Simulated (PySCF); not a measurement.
Core-level binding energies of TiF2Cl2

Compound: TiF2Cl2 (singlet state).
Geometry (PBE0-D3(BJ)/def2-SVP, Å), atoms numbered from 1 in this order:
```xyz
5
Cl2F2Ti angstrom
Ti     0.0755   -0.0007    0.0741
F     -0.1995   -0.0522    1.7698
F      1.7676    0.0215   -0.2256
Cl    -0.8388    1.7739   -0.7605
Cl    -0.8048   -1.7424   -0.8578
```

Theory: delta-SCF UKS SCAN, pcX-2 on the ionised atom (unc-x2c-TZVPall on a metal), pcseg-1 elsewhere, spin-free X2C (PySCF). Each binding energy is the total energy of the core-ionised species, with the hole localised on one atom, minus that of the ground state; both are solved self-consistently, so orbital relaxation is included.

Problem. List the computed XPS lines with their assignment.

Solution. 
```
atom(s)     bonded to     level  binding energy (eV)  2p1/2 (eV)  count
Cl4/Cl5            Ti     Cl 1s              2829.05           –      2
  F2/F3            Ti      F 1s               692.61           –      2
    Ti1  2 F and 2 Cl  Ti 2p3/2               465.52      471.24      1
Cl4/Cl5            Ti  Cl 2p3/2               206.45      208.10      2
```

Problem. Which photon energy gives electrons from Cl 2p3/2 of Cl4/Cl5 a kinetic energy of 20 eV, and what is their de Broglie wavelength?

Solution. hν = 206.45 + 20 = 226.45 eV, recoil neglected; λ = 12.264 Å/√(E/eV) = 2.74 Å.

Problem. Which effective nuclear charge Zeff reproduces each element's mean 1s value in the hydrogen-like formula E = 13.606 eV × Zeff²?

Solution. F (Z = 9): mean 692.6 eV, Zeff = 7.13, Z − Zeff = 1.87; Cl (Z = 17): mean 2829.0 eV, Zeff = 14.42, Z − Zeff = 2.58. Means run over the listed sites, weighted by atom count.

The first atom of each set that the bonding makes equivalent was ionised and stands for the set. The 2p values add to the ΔSCF energy of one spin-free hole a correction within the shell (spin–orbit coupling, ligand field). 2p1/2 minus 2p3/2 (ligand field included): Ti 5.72 eV, Cl 1.65 eV. Satellites of the metal's 2p lines aren't described. Geometry: PBE0-D3(BJ)/def2-SVP; no solvent, vibrations or thermal averaging. Metal 2p energies of this one-determinant scheme are less reliable than its 1s energies.
